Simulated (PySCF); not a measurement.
Molecule: `FB(C)F`, CH3BF2.

Bonds (- single, = double, # triple, : aromatic): C1-B2 1.558 Å, B2-F3 1.323 Å, B2-F4 1.323 Å. C1 carries H5, H6, H7.

Geometry PBE0-D3(BJ)/def2-SVP throughout; GIAO in PySCF 2.14.0 with density-fitted response routines, gas phase, one conformer, non-relativistic; equivalent atoms averaged; functional PBE0.

Q: How do the shifts δ (against TMS, BF3·OEt2, CFCl3 at the same level) depend on the basis set? (ppm; last column core-seconds on shared hosts with different chips, so compare them loosely)

A: 
```tsv
basis set	functions	C1	B2	F3/F4	H5/H6/H7	core-s
STO-3G	23	4.7	22.8	20.3	0.46	0.8
6-31G	42	-0.8	26.8	-56.7	0.56	1.7
pcSseg-0	42	-0.3	31.4	-45.1	0.56	2.1
6-31G*	62	-3.3	25.3	-55.5	0.30	2.1
def2-SVP	71	-4.3	26.9	-41.1	0.23	2.3
cc-pVDZ	71	-3.4	26.5	-49.9	0.18	3.3
pcSseg-1	83	-4.1	30.1	-57.7	0.48	2.7
aug-cc-pVDZ	119	-4.1	25.1	-62.8	0.49	5.4
6-311+G(2d,p)	126	-4.8	28.9	-71.3	0.40	4.5
def2-TZVP	142	-5.3	28.3	-64.5	0.40	5.2
cc-pVTZ	162	-4.5	28.0	-60.8	0.41	7.9
IGLO-III	170	-5.0	29.7	-67.4	0.45	8
pcSseg-2	186	-4.8	29.6	-66.3	0.46	6.6
```

Q: Which nucleus moves most, in ppm?

A: F3/F4 (fluorine bonded to B): from -71.3 ppm with 6-311+G(2d,p) to 20.3 ppm with STO-3G. The smallest spread is 0.38 ppm, at H5/H6/H7. Proton shifts span only some 12 ppm, so a few tenths of a ppm matter as much there as several ppm in carbon.

Q: Taking the largest basis, pcSseg-2 (186 functions), as the yardstick, rank the others by their worst heavy-atom deviation.

A: IGLO-III 1.1 ppm (170 functions), def2-TZVP 1.8 ppm (142 functions), aug-cc-pVDZ 4.4 ppm (119 functions), 6-311+G(2d,p) 5.0 ppm (126 functions), cc-pVTZ 5.5 ppm (162 functions), pcSseg-1 8.7 ppm (83 functions), 6-31G 9.7 ppm (42 functions), 6-31G* 10.8 ppm (62 functions), cc-pVDZ 16.4 ppm (71 functions), pcSseg-0 21.2 ppm (42 functions), def2-SVP 25.2 ppm (71 functions), STO-3G 86.6 ppm (23 functions).

A small basis that lands close on one nucleus may do so by chance; judge by the trend and by all nuclei.
